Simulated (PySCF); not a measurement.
From one molecule to another.

First species: C5H9NOSi.
Numbering: `[H]/[N:8]=[CH:7]/[CH2:6][CH2:5][O:4][SiH2:3][C:2]#[CH:1]` (hydrogens: H9 on C1; H10, H11 on Si3; H12, H13 on C5; H14, H15 on C6; H16 on C7; H17 on N8)

Second species: C4H12N2Si.
Numbering: `[CH3:1][CH2:2]/[C:3]([CH3:4])=[N:5]\[NH:6][SiH3:7]` (hydrogens: H8, H9, H10 on C1; H11, H12 on C2; H13, H14, H15 on C4; H16 on N6; H17, H18, H19 on Si7)

Geometry (GFN2-xTB, Å), atoms numbered from 1 in this order:
```
atom  x, y, z in Å
C1    -1.6527    1.3466    0.7367
C2    -1.2496    0.7203   -0.6012
C3    -0.5386   -0.6003   -0.3965
C4    -1.3758   -1.8365   -0.5099
N5     0.6891   -0.7609   -0.1188
N6     1.5505    0.2659    0.0280
Si7    3.2167   -0.0533    0.3672
H8    -0.7826    1.4917    1.3742
H9    -2.1317    2.3110    0.5774
H10   -2.3500    0.6969    1.2609
H11   -0.6042    1.4147   -1.1496
H12   -2.1424    0.5520   -1.2057
H13   -2.2041   -1.7960    0.1969
H14   -0.7694   -2.7125   -0.3022
H15   -1.7926   -1.9186   -1.5137
H16    1.1896    1.2030   -0.1257
H17    3.3214   -0.7849    1.6294
H18    3.7857    1.2928    0.4613
H19    3.8310   -0.8226   -0.7164
```

Levels: wB97X-D/def2-SVPD for dipole moment, HOMO energy, LUMO energy, HOMO–LUMO gap, static isotropic polarisability and electronic spatial extent ⟨r²⟩ about the centre of nuclear charge; TDDFT wB97X-D/def2-SVPD for lowest singlet excitation; TDA wB97X-D/def2-SVPD for lowest triplet excitation (Tamm–Dancoff); GFN2-xTB for rotational constant A and rotational constant C. Geometries: GFN2-xTB. All species are isolated and taken at one optimised geometry, non-relativistic unless stated; the electronic structure was computed with PySCF and density fitting.

Dipoles, sizes and rotational constants follow the conformer. The torsions of the flexible species, by atom-mapped SMILES:
- `[H]/[N:8]=[CH:7]/[CH2:6][CH2:5][O:4][SiH2:3][C:2]#[CH:1]`: C2–Si3–O4–C5 55°, Si3–O4–C5–C6 -167°, O4–C5–C6–C7 67°, C5–C6–C7–N8 129°
- `[CH3:1][CH2:2]/[C:3]([CH3:4])=[N:5]\[NH:6][SiH3:7]`: C1–C2–C3–C4 97°, C3–N5–N6–Si7 -178°

```tsv
property	column X	column Y
dipole moment	1.64 D	2.18 D
HOMO energy	-9.24 eV	-8.02 eV
LUMO energy	1.18 eV	1.92 eV
HOMO–LUMO gap	10.42 eV	9.94 eV
lowest singlet excitation	5.26 eV	5.75 eV
lowest triplet excitation (Tamm–Dancoff)	4.51 eV	4.12 eV
static isotropic polarisability	92.9 au	95.2 au
electronic spatial extent ⟨r²⟩ about the centre of nuclear charge	1624 bohr²	1353 bohr²
rotational constant A	2.745 GHz	3.664 GHz
rotational constant C	0.698 GHz	0.899 GHz
```

Task: Which column belongs to which species?

Result: Column X is the first species and column Y the second. The first has 17 atoms and 68 electrons, the second 19 and 64.

Task: How does each property change from the first species to the second?

Result: dipole moment +0.54 D; HOMO energy +1.22 eV; LUMO energy +0.74 eV; HOMO–LUMO gap -0.48 eV; lowest singlet excitation +0.49 eV; lowest triplet excitation (Tamm–Dancoff) -0.39 eV; static isotropic polarisability +2.3 au; electronic spatial extent ⟨r²⟩ about the centre of nuclear charge -271 bohr²; rotational constant A +0.919 GHz; rotational constant C +0.201 GHz.

On the first: The principal polarisabilities are 78.0, 99.3 and 101.5 au; their mean is the isotropic value.

On the second: S1 lies 4.19 eV below the HOMO–LUMO gap; its leading configuration is HOMO→LUMO, weight 0.81. The dipole matches unit charges of opposite sign 0.45 Å apart (1 e·Å = 4.8032 D). GFN2-xTB frequencies show an imaginary mode (25i cm⁻¹), so this geometry is no minimum at that level.
